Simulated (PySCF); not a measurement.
Dissociation curve of GaH, singlet.

Levels: UHF/cc-pVDZ (PySCF); RHF/cc-pVDZ (PySCF); RMP2 = MP2 on RHF/cc-pVDZ, 9 core orbitals frozen run with PySCF; UKS-CAM-B3LYP = unrestricted CAM-B3LYP/cc-pVDZ (PySCF 2.14.0); RKS-PBE = restricted PBE/cc-pVDZ in PySCF.

Energies are in kJ/mol, each relative to the lowest point of its own curve near equilibrium.

```tsv
R / Å	UHF	RHF	RMP2	UKS-CAM-B3LYP	RKS-PBE
1.26	153.8	155.4	145.9	149.8	158.5
1.34	87.6	88.4	82.2	86.1	93.4
1.43	40.7	40.9	37.3	40.5	46.1
1.51	16.3	16.3	14.4	16.7	20.6
1.58	4.8	4.8	3.9	5.3	7.6
1.62	1.5	1.5	1.0	1.8	…
1.68	0.0	0.0	0.0	0.0	0.0
1.74	2.0	2.0	2.3	1.5	…
1.80	6.6	6.6	7.2	5.5	2.7
1.84	11.0	11.0	11.7	9.4	5.6
1.93	23.4	23.4	24.3	20.8	14.8
2.08	49.8	49.8	50.9	45.2	35.7
2.29	92.4	92.4	93.4	84.9	70.4
2.53	134.7	143.0	143.0	132.1	111.7
2.75	158.5	187.8	186.1	173.5	147.9
3.00	174.8	235.6	230.6	208.8	185.1
3.36	…	297.0	285.1	241.0	230.0
3.68	192.3	344.6	324.2	258.3	261.7
4.16	195.6	404.7	366.9	272.7	297.0
4.57	196.6	…	…	278.5	318.1
4.98	197.1	481.0	399.7	281.3	333.3
5.92	197.4	…	390.3	283.1	—
6.69	197.4	562.2	361.3	283.3	—
```

Task: Fill in the missing entries.

Result: 
- 1.62, RKS-PBE: 3.2
- 1.74, RKS-PBE: 0.1
- 3.36, UHF: 187.1
- 4.57, RHF: 446.7
- 4.57, RMP2: 389.1
- 5.92, RHF: 535.5

A dash means that the run gave no value there, or that the column was ended at a point which the program doubted or which failed a test of continuity chosen for this set; such a test can also cut sound points.

The unrestricted determinant behind UHF is spin-contaminated at 1.26 to 1.43, 2.53 to 6.69 Å (<S²> up to 1.0, against 0.00 for a pure singlet). The restricted form behind RHF, RMP2, RKS-PBE keeps the bonding electrons paired and can't separate into open-shell fragments. The T1 diagnostic of CCSD on the restricted reference of RMP2 exceeds 0.045 at 3.36 to 6.69 Å. The unrestricted determinant behind UKS-CAM-B3LYP is spin-contaminated at 2.75 to 6.69 Å (<S²> up to 1.0, against 0.00 for a pure singlet).
